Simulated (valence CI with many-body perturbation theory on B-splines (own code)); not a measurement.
Pm³⁰⁺: calculated level list

Method: configuration interaction combined with many-body perturbation theory (CI+MBPT): three valence electrons over a frozen Dirac-Fock core [Ar] 3d10, a basis of 11 s, 11 p, 10 d, 8 f, 5 g, 2 h functions for each j, with the one-electron correlation potential Σ1, the two-electron term Σ2, the three-electron term Σ3, Breit, model QED; selected CI, second order for the rest, scaled by the run's own slope (own B-spline code, finite nucleus).

No measured spectrum was set against this ion. As an estimate, large intervals hold to a few tenths of a per cent, small ones and those within an open d or f shell to about a per cent.

Levels 46 to 90 of 178, with energies above the lowest level, (4s^2 4p1/2) J=1/2. "Leading %" is the weight of the configuration and term that name the level; weights of strongly mixed levels are sums over their largest components and can fall short, so below about 35 % the name and the second component can differ from the true leading terms, or belong to a minority configuration. In the jj column 3d3/2^4 stands for four electrons in 3d with j = 3/2.

```tsv
No.	Configuration	Term	J	E (cm⁻¹)	Leading %	Second component	Leading jj
46	4p2.4d	4F	3/2	2490600	36	32 % 4p2.4d 2P	4p1/2 4p3/2 4d3/2 (95 %)
47	4p2.4d	2G	7/2	2491800	41	29 % 4p2.4d 2F	4p1/2 4p3/2 4d3/2 (86 %)
48	4p2.4d	4D	1/2	2494600	83	15 % 4p2.4d 2P	4p1/2 4p3/2 4d3/2 (98 %)
49	4p2.4d	4D	7/2	2534800	42	39 % 4p2.4d 4F	4p1/2 4p3/2 4d5/2 (95 %)
50	4p2.4d	2G	9/2	2559700	54	41 % 4p2.4d 4F	4p1/2 4p3/2 4d5/2 (94 %)
51	4p2.4d	4D	3/2	2568700	33	33 % 4p2.4d 2P	4p1/2 4p3/2 4d5/2 (60 %)
52	4p2.4d	4P	5/2	2570000	32	20 % 4p2.4d 4F	4p1/2 4p3/2 4d5/2 (52 %)
53	4p2.4d	4D	5/2	2593800	34	34 % 4p2.4d 2D	4p1/2 4p3/2 4d5/2 (49 %)
54	4p2.4d	4P	3/2	2597000	47	38 % 4p2.4d 2P	4p1/2 4p3/2 4d3/2 (57 %)
55	4p2.4d	4P	1/2	2598700	43	27 % 4p2.4d 2S	4p1/2 4p3/2 4d3/2 (91 %)
56	4p2.4d	2F	7/2	2606300	29	23 % 4p2.4d 2G	4p1/2 4p3/2 4d5/2 (72 %)
57	4p2.4d	2D	5/2	2625000	38	20 % 4p2.4d 4P	4p1/2 4p3/2 4d5/2 (71 %)
58	4p2.4d	2D	3/2	2669300	69	11 % 4p2.4d 2P	4p1/2 4p3/2 4d5/2 (84 %)
59	4p2.4d	2P	1/2	2676100	67	26 % 4p2.4d 2S	4p1/2 4p3/2 4d5/2 (90 %)
60	4s.4p.4f	4G	5/2	2697800	72	15 % 4s.4p.4f 4F	4s 4p1/2 4f5/2 (87 %)
61	4s.4p.4f	4G	7/2	2710400	51	28 % 4s.4p.4f 4F	4s 4p1/2 4f7/2 (56 %)
62	4s.4p.4f	4F	9/2	2731000	32	32 % 4s.4p.4f 4G	4s 4p1/2 4f7/2 (81 %)
63	4s.4p.4f	4F	3/2	2731900	58	19 % 4s.4p.4f 2D	4s 4p1/2 4f5/2 (80 %)
64	4s.4p.4f	4F	5/2	2736900	34	26 % 4s.4p.4f 4D	4s 4p1/2 4f5/2 (55 %)
65	4s.4p.4f	4D	7/2	2739600	43	30 % 4s.4p.4f 2F	4s 4p1/2 4f7/2 (66 %)
66	4s.4p.4f	2G	7/2	2791000	30	18 % 4p2.4d 2G	4s 4p1/2 4f7/2 (39 %)
67	4p2.4d	2P	1/2	2801400	55	24 % 4p2.4d 4P	4p3/2^2 4d3/2 (61 %)
68	4p2.4d	4D	7/2	2804700	39	19 % 4p2.4d 2F	4p3/2^2 4d5/2 (62 %)
69	4p2.4d	2D	3/2	2806800	30	29 % 4p2.4d 4P	4p3/2^2 4d3/2 (84 %)
70	4p2.4d	4P	5/2	2807400	18	15 % 4p2.4d 4D	4p3/2^2 4d3/2 (61 %)
71	4p2.4d	4F	9/2	2816900	54	28 % 4p2.4d 2G	4p3/2^2 4d5/2 (81 %)
72	4s.4p.4f	2F	5/2	2823500	33	22 % 4s.4p.4f 2D	4s 4p1/2 4f7/2 (36 %)
73	4p2.4d	2F	7/2	2828800	48	12 % 4s.4p.4f 2G	4p3/2^2 4d3/2 (50 %)
74	4s.4d2	4F	3/2	2873700	85	5 % 4s.4p.4f 4D	4s 4d3/2^2 (69 %)
75	4s.4d2	4F	5/2	2884500	82	9 % 4s.4p.4f 4D	4s 4d3/2 4d5/2 (47 %)
76	4p2.4d	2S	1/2	2886300	32	25 % 4p2.4d 4P	4p3/2^2 4d5/2 (56 %)
77	4p2.4d	2D	3/2	2888900	49	28 % 4p2.4d 2P	4p3/2^2 4d3/2 (63 %)
78	4s.4d2	4F	7/2	2903300	80	7 % 4s.4p.4f 4D	4s 4d3/2 4d5/2 (72 %)
79	4p2.4d	2D	5/2	2916300	70	8 % 4p2.4d 4D	4p3/2^2 4d5/2 (80 %)
80	4p2.4d	2D	3/2	2920200	32	16 % 4s.4p.4f 2D	4p3/2^2 4d5/2 (40 %)
81	4s.4d2	4P	1/2	2924100	82	8 % 4p2.4d 2S	4s 4d3/2^2 (47 %)
82	4s.4d2	4F	9/2	2931000	65	21 % 4s.4p.4f 4G	4s 4d5/2^2 (47 %)
83	4p2.4d	2D	5/2	2937300	29	11 % 4p2.4d 4P	4p3/2^2 4d5/2 (63 %)
84	4s.4d2	4P	3/2	2942800	89		4s 4d3/2 4d5/2 (83 %)
85	4s.4d2	2G	9/2	2944400	47	20 % 4s.4p.4f 2G	4s 4d3/2 4d5/2 (33 %)
86	4s.4d2	4P	5/2	2945500	60	15 % 4s.4d2 2D	4s 4d3/2 4d5/2 (56 %)
87	4s.4d2	2G	7/2	2967100	55	25 % 4s.4p.4f 2G	4s 4d3/2 4d5/2 (44 %)
88	4s.4p.4f	4G	11/2	2978300	100		4s 4p3/2 4f7/2 (100 %)
89	4s.4d2	2D	3/2	2982900	51	8 % 4s.4p.4f 4F	4s 4d3/2 4d5/2 (34 %)
90	4s.4p.4f	4F	5/2	2994000	34	18 % 4s.4p.4f 4D	4s 4p3/2 4f5/2 (59 %)
```

Where two levels of one J and parity lie close, their mixing, g and order are uncertain.
